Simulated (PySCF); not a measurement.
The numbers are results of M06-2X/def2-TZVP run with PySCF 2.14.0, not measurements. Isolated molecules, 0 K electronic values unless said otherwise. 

Reference species (SMILES): `B` (neutral, multiplicity 1).

```json
{
  "HOMO": "-11.26 eV",
  "HOMO–LUMO gap": "10.26 eV"
}
```

Changed species: `B[Si](F)(F)F` (X = trifluorosilyl; the reference has X = H).

What does the change do to the HOMO and HOMO–LUMO gap?

the HOMO rises by 0.38 eV, to -10.88 eV; the HOMO–LUMO gap falls by 1.68 eV, to 8.58 eV.
